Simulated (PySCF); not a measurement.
C₃H₆BNO, SMILES N#CCB(O)C.

The structure is a stationary point at ωB97X-D3(BJ)/def2-SVP. The structure was generated by enumeration, and PubChem lists no compound with its InChIKey, so it may never have been made. One conformer was computed; it need not be the lowest.

Two levels are set side by side: TDA-PBE/def2-SVPD (PySCF) and TDA-PBE0/def2-SVPD (PySCF). Vertical, same geometry. The lowest singlet is HOMO→LUMO 99 % with PBE and HOMO→LUMO 87 % with the other functional; states are paired by order. Differences are taken from unrounded values.

```tsv
quantity	TDA-PBE
lowest singlet excitation (eV)	6.56
lowest triplet excitation (TDA) (eV)	6.14
```

### Question
These are the TDA-PBE values. What does TDA-PBE0 give? (An estimate is asked for; the answer gives what the named calculation found.)

### Answer

```tsv
quantity	TDA-PBE0	TDA-PBE minus TDA-PBE0
lowest singlet excitation (eV)	7.14	-0.58
lowest triplet excitation (TDA) (eV)	6.32	-0.18
```

Functionals without exact exchange tend to place singlet excitations lower, as here. Differences between two approximate levels are no errors against the true value.

Rough cost on one machine, each run with all the roots and properties that it gave: TDA-PBE0 against TDA-PBE about 3 times.
